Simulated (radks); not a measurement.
The numbers below are computed, except where a source is named.
Problem. These are the eigenvalues of the occupied orbitals of an atom or ion with whole-number occupations (Ry). Code: a radial shooting solver on a logarithmic mesh with Libxc functionals. Model: non-relativistic Kohn-Sham, LDA (Slater exchange, Perdew-Wang correlation), spin-unpolarised, spherical densities, point nucleus.

1s: -5103.918
2s: -860.5658
2p: -827.3370
3s: -211.8287
3p: -196.2143
3d: -167.0084
4s: -56.38936
4p: -49.72904
4d: -37.49415
4f: -21.17552
5s: -20.34078
5p: -18.01366

Which element is it, and in what charge state? The configuration may be excited.

Solution. Z = 77, iridium, charge +12: Ir12+ in [Kr] 4d10 4f14 5s2 5p3. The list shows which subshells hold electrons but not how many an open one holds; the 1s level, -2552 hartree, gives Z - s = 71.4 by -(Z - s)^2/2, which with screening narrows Z to a few neighbours, and the depths of the outer levels then fix element, charge and occupations together.
